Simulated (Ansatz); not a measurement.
A series at In: from `[InH3]`, ligands are replaced one by one, each step taking up NH₃ and setting free H₂; n counts the steps. Ansatz, PBE0-D4/def2-TZVP geometries. Each molecule was computed in one conformer, which needn't be the lowest.

```json
{"n": "0", "molecule": "`[InH3]`", "HOMO energy, ωB97M-V/def2-TZVPP (eV)": "?"}
{"n": "1", "molecule": "`[NH2][InH2]`", "HOMO energy, ωB97M-V/def2-TZVPP (eV)": "-9.30"}
{"n": "2", "molecule": "`[NH2][InH][NH2]`", "HOMO energy, ωB97M-V/def2-TZVPP (eV)": "-9.06"}
{"n": "3", "molecule": "`[NH2][In]([NH2])[NH2]`", "HOMO energy, ωB97M-V/def2-TZVPP (eV)": "-9.13"}
```

Task: By hand: fit a straight line y = ȳ + b (n − n̄) to the 3 given rows and predict n = 0.

Result: n̄ = 2.000, ȳ = -9.163; Σ(n − n̄)(y − ȳ) = 0.170, Σ(n − n̄)² = 2.000, so b = 0.085 eV a step. Prediction: -9.163 + (0.085) × (-2.000) = -9.33 eV.

Task: By hand: compare with the computed value, -10.37 eV, and give the steps along the whole series.

Result: The line misses by -1.04 eV (computed minus predicted). Steps: 1.07, 0.24, -0.07 eV.

The steps change sign along the series, so a line is a poor guide. The highest orbital can change its character along such a series. The miss is 79.4 % of the series' range.
